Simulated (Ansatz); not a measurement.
Ansatz (a program for electronic structure) input (B3LYP-D3(BJ)/def2-TZVP):

Ansatz 0.2 input:
```yaml
crystal:
  periodic: [false, false, false]
  atoms:
    - {symbol: Cl, position_ang: [0.06189134, -0.06806945, -1.00876062]}
    - {symbol: Ge, position_ang: [-0.03966280, 0.05882203, 1.00138983]}
basis:
  gaussian:
    orbitals: def2-TZVP
hamiltonian:
  xc: b3lyp
  dispersion: d3bj
total_charge: 1
relax: {f_tol: 0.002, max_steps: 150}
```

End of the output:

```
mean field: 0.22 GiB planned
mean field evaluation 1: about -69029.8154 eV, gradient 4.7e1 eV
mean field evaluation 2: about -68979.4696 eV, gradient 1.3e2 eV
mean field evaluation 4: about -69035.1699 eV, gradient 7.5e0 eV
mean field evaluation 8: about -69035.2961 eV, gradient 1.4e-1 eV
mean field evaluation 16: about -69035.5425 eV, gradient 1.5e-5 eV
mean field -69035.54251073 eV, -2537.0093932980 hartree, gradient 1.5e-5 eV, S^2 0.000000; 0 other end points of the search recorded, 0 dependent functions left out
the calculation of the forces begins
reference -69035.54268850 eV, -2537.0093998309 hartree; 24, 24 occupied and 61, 61 virtual orbitals, 652 factors
relax step   1: F+E_penalty+E_count = -69035.61699255 eV  Δ(F+E_penalty+E_count) = +0.000e0 eV  max|allowed force component| = 1.463e0 eV/Å  Δτ_max = 0.0000 Å  (26 SCF iters, accepted)
these checks for a lower state are left out or cut short: starts, cluster_reference, orbital_swaps, neighbouring_geometries, increment
integrals: 0.02 GiB planned
652 factors; their error is unknown
mean field: 0.22 GiB planned
mean field -69035.58195997 eV, -2537.0108430308 hartree, gradient 3.9e-5 eV, S^2 0.000000; 0 other end points of the search recorded, 0 dependent functions left out
the calculation of the forces begins
reference -69035.58213968 eV, -2537.0108496351 hartree; 24, 24 occupied and 61, 61 virtual orbitals, 652 factors
relax step   2: F+E_penalty+E_count = -69035.65627708 eV  Δ(F+E_penalty+E_count) = -3.928e-2 eV  max|allowed force component| = 3.423e-1 eV/Å  Δτ_max = 0.0384 Å  (25 SCF iters, accepted)
these checks for a lower state are left out or cut short: starts, cluster_reference, orbital_swaps, neighbouring_geometries, increment
integrals: 0.02 GiB planned
652 factors; their error is unknown
mean field: 0.22 GiB planned
mean field -69035.58477111 eV, -2537.0109463382 hartree, gradient 3.3e-5 eV, S^2 0.000000; 0 other end points of the search recorded, 0 dependent functions left out
the calculation of the forces begins
reference -69035.58495046 eV, -2537.0109529294 hartree; 24, 24 occupied and 61, 61 virtual orbitals, 652 factors
relax step   3: F+E_penalty+E_count = -69035.65912156 eV  Δ(F+E_penalty+E_count) = -2.844e-3 eV  max|allowed force component| = 4.940e-2 eV/Å  Δτ_max = 0.0072 Å  (26 SCF iters, accepted)
these checks for a lower state are left out or cut short: starts, cluster_reference, orbital_swaps, neighbouring_geometries, increment
integrals: 0.02 GiB planned
652 factors; their error is unknown
mean field: 0.22 GiB planned
mean field evaluation 32: about -69035.5848 eV, gradient 9.7e-2 eV
mean field -69035.58482379 eV, -2537.0109482742 hartree, gradient 3.3e-5 eV, S^2 0.000000; 0 other end points of the search recorded, 0 dependent functions left out
the calculation of the forces begins
reference -69035.58500309 eV, -2537.0109548634 hartree; 24, 24 occupied and 61, 61 virtual orbitals, 652 factors
relax step   4: F+E_penalty+E_count = -69035.65917950 eV  Δ(F+E_penalty+E_count) = -5.794e-5 eV  max|allowed force component| = 4.751e-4 eV/Å  Δτ_max = 0.0012 Å  (26 SCF iters, accepted)
integrals: 0.02 GiB planned
652 factors; their error is unknown
mean field: 0.22 GiB planned
mean field -69035.58482379 eV, -2537.0109482742 hartree, gradient 3.3e-5 eV, S^2 0.000000; 1 other end points of the search recorded, 0 dependent functions left out
the calculation of the forces begins
reference -69035.58500309 eV, -2537.0109548634 hartree; 24, 24 occupied and 61, 61 virtual orbitals, 652 factors
Total energy: -69035.65935880 eV, -2537.0136873852 hartree
Atom 0 at     0.063405    -0.069961    -1.038728 Å, force    -0.000024     0.000030     0.000475 eV/Å
Atom 1 at    -0.041177     0.060714     1.031357 Å, force     0.000024    -0.000030    -0.000475 eV/Å
Dipole moment:    -0.024269     0.030323     0.480369 e Å
```
